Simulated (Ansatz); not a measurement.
Coupled-cluster diagnostics for the cluster Al2S3, Ansatz.

Geometry of the singlet (PBE-D4/def2-SVP):

```xyz
5

Al   -1.143   -1.724   -0.163
Al    0.166    2.067    0.094
S     0.007    0.107   -1.605
S     1.231   -0.432    0.087
S    -0.262   -0.017    1.587
```

Correlated methods freeze 25 core orbitals. Another isomer (singlet) lies 1.67 eV lower at PBE0-D4/def2-TZVP; other spin states weren't run for this one.

Problem. Estimate the CCSD(T) correlation energy, the shares of MP2 and (T), T1 and the reference's ⟨S²⟩ for: charge 0, singlet, own geometry in def2-TZVPP; and the rough time on 4 threads of Arm Neoverse V1 on a shared host.

Solution. 
```json
{"state": "charge 0, singlet, own geometry", "basis": "def2-TZVPP", "correlation (eV)": "-20.098", "MP2 share (%)": "88.2", "(T) share (%)": "6.1", "T1": "0.018", "⟨S²⟩ (pure)": "0.00 (0.00)", "wall time": "34 s"}
```
Customary marks for T1 are 0.02 (closed shells), 0.045 (open shells) and about 0.05 (3d metals). T1 stays under 0.02 throughout.
